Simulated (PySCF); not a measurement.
# Correlation energy of Ga⁺ (gallium, charge +1)

[Ar] 3d9 4s2 4p1, one real determinant (an excited configuration). Calculation: PySCF 2.14, in x2c-TZVPPall (6s5p4d1f, 48 functions); the spin-free X2C one-electron Hamiltonian (Gaussian nucleus). Frozen: [Ne]; 20 electrons correlated.

```tsv
level	correlation energy (mhartree)
CCSD	-259.34
(T)	-45.13
CCSD(T)	-304.47
```

Diagnostics: T1 = 0.011, D1 = 0.0484, largest double amplitude 0.490.

Question: Is a single reference adequate?

Answer: Not fully. The real determinant used has ⟨L²⟩ near 8 against 12 for a pure F term, so it mixes terms. A double-excitation amplitude exceeds 0.15, a sign of near-degeneracy.

The basis was made for the ground configuration and has no added diffuse functions, which can raise the energy of the promoted electron.

The reference is one real determinant that mixes LS terms of this configuration.

This basis was not built for core-valence correlation, so the inner-shell part is incomplete.
